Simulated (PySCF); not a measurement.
**Dipole moment and polarisability of `C=CC[AsH2]`**

Compound: C3H7As.
Geometry (PBE0-D3(BJ)/def2-SVP, Å), atoms numbered from 1 in this order:
```xyz
11
C3H7As angstrom
C     -1.7298    0.4656   -0.4676
C     -0.8457    0.0497    0.4424
C      0.4210   -0.6702    0.1381
As     1.9981    0.4930    0.5239
H     -1.5785    0.2752   -1.5353
H     -2.6349    1.0060   -0.1795
H     -1.0364    0.2678    1.5013
H      0.5421   -1.5480    0.7934
H      0.4538   -1.0111   -0.9059
H      3.0090   -0.4206   -0.1658
H      1.8296    1.3523   -0.7246
```

Level: wB97X-D/def2-SVPD (PySCF), static field, nuclei fixed, core orbitals frozen in the response. The polarisability tensor in these axes (au):

```
x   89.61 -1.71  7.52
y   -1.71 61.72 -1.18
z    7.52 -1.18 65.22
```

**Question.** Diagonalise the tensor; give its mean and Δα, where Δα² is half the sum of the squared differences of the eigenvalues.

**Answer.** Principal values 61.34, 63.34 and 91.87 au; mean 72.18 au = 10.70 Å³ = 11.90 × 10⁻⁴⁰ C²·m²/J; Δα = 29.58 au (41 % of the mean).

**Question.** What is the dipole moment, and where does it point?

**Answer.** (-0.27, -0.61, -0.36) D, 0.76 D in size, pointing from the negative to the positive side. Measured along this direction, the outermost atoms are H11 and As4 at the negative end and H9 and H5 at the positive end.

**Question.** What depolarisation ratio follows for Rayleigh scattering of linearly polarised light, taking the static tensor?

**Answer.** ρ = 3Δα²/(45ᾱ² + 4Δα²) = 2624.8/(234464 + 3499.7) = 0.011.

**Question.** Find the Langevin capture rate constant for O2+ (31.990 u) meeting this molecule (117.976 u), k = 2.342 × 10⁻⁹ cm³/s × √(α in Å³ / reduced mass in u).

**Answer.** The reduced mass is 25.17 u, so k = 1.53 × 10⁻⁹ cm³/s. The formula leaves out the permanent dipole, which adds to the capture rate.

**Question.** Give the principal axes and the span of the nuclei along them.

**Answer.** Largest value along (0.96, -0.07, 0.27), where the nuclei span 5.51 Å; middle along (-0.28, -0.36, 0.89), 3.17 Å; least along (-0.04, 0.93, 0.36), 2.26 Å. The response follows the extents in order.

**Question.** Estimate the molar refractivity from the static electronic polarisability.

**Answer.** Lorentz–Lorenz: R = (4π/3)N_A α = 2.5225 cm³/(mol·Å³) × 10.70 Å³ = 27.0 cm³/mol, in the limit of long wavelengths.

Geometry: PBE0-D3(BJ)/def2-SVP, one conformer, isolated molecule. The calculation is non-relativistic, for arsenic too.
